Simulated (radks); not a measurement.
Ge III, 30 electrons, occupied as [Ar] 3d9.75 4s2 4d0.25 (fractional occupations, a model configuration). Method: Dirac Kohn-Sham, RPBE, spin-unpolarised, spherical densities, finite nucleus; open shells fill j = l - 1/2 first; Fermi nuclear charge, rms radius 4.0742 fm; computed with a radial shooting solver on a logarithmic mesh with Libxc functionals. Some entries of the table are withheld. Estimate them.

orbital,occ.,eigenvalue (eV),<r^2> (bohr^2)
1s1/2,2,-10983.16,0.002972
2s1/2,2,-1395.707,0.05195
2p1/2,2,-1243.836,0.04034
2p3/2,4,-1211.967,0.04183
3s1/2,2,(1),(2)
3p1/2,2,-142.2187,0.4788
3p3/2,4,-137.9251,0.4945
3d3/2,4,-53.0850,0.6567
3d5/2,5.75,-52.4876,0.6656
4s1/2,2,-30.6015,4.158
4d3/2,0.25,-9.7681,(3)
4d5/2,0,-9.7467,(4)

Answer. 
(1) 3s1/2 eigenvalue (eV): -192.3182
(2) 3s1/2 <r^2> (bohr^2): 0.4474
(3) 4d3/2 <r^2> (bohr^2): 16.13
(4) 4d5/2 <r^2> (bohr^2): 16.22
